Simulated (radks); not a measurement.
Values are calculated unless marked as measured or tabulated.
Task: The copper ion Cu+, [Ar] 3d10. Level of theory: non-relativistic Kohn-Sham, exchange-only PBE, spin-polarised, spherical densities, point nucleus (a radial shooting solver on a logarithmic mesh with Libxc functionals). Every spin shell is full or empty, so the densities are truly spherical. Functionals are evaluated on that one density, not self-consistently. Rank these exchange functionals by their error against the exact value of the orbitals, and give that value: LDA, B88, PBEsol, revPBE, RPBE, PW91, PW86, APBE, TPSS, revTPSS, SCAN, r2SCAN, MS2, MVS.

Result: Exact: -65.3992 hartree. From best to worst, with 100 (|E| - |E exact|)/|E exact| (equal figures are ties): MS2 +0.02, revPBE +0.22, MVS +0.28, r2SCAN +0.28, RPBE +0.31, revTPSS -0.34, TPSS +0.41, PW91 +0.43, B88 +0.48, SCAN +0.53, PW86 +0.60, APBE +0.91, PBEsol -2.33, LDA -5.69.
